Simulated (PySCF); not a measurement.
Species: BeH₂.
SMILES: `[BeH2]`

The closed-shell ground state was solved at several levels (PySCF, density fitting, gas phase, non-relativistic). Geometry: PBE0-D3(BJ)/def2-SVP; no solvent, vibrations or thermal averaging. The dipole stays under 0.02 D at every level.

| level | basis functions | total energy (Eh) | HOMO (eV) | LUMO (eV) | gap (eV) |
| --- | --- | --- | --- | --- | --- |
| PBE0/pcSseg-1 | 22 | -15.8642 | -8.83 | -0.73 | 8.10 |
| B3LYP/pcSseg-1 | 22 | -15.9143 | -8.66 | -0.98 | 7.68 |
| B3LYP/pcJ-1 | 31 | -15.9172 | -8.64 | 0.47 | 9.11 |

(1) What might wB97X-D/def2-SVPD (28 basis functions) give for the same quantities?

(2) Over all these levels, which gives the widest orbital gap and which the narrowest?

Results:

(1) Total energy -15.8955 Eh, HOMO -10.81 eV, LUMO 0.68 eV, gap 11.49 eV.

(2) wB97X-D/def2-SVPD (range-separated hybrid) has the widest, 11.49 eV, and B3LYP/pcSseg-1 (global hybrid, 20 % exact exchange) the narrowest, 7.68 eV. Functional and basis both differ between the two, so the spread mixes both effects.

wB97X-D is run here without its empirical dispersion term; that term would change no orbital, density or response property at a fixed geometry.
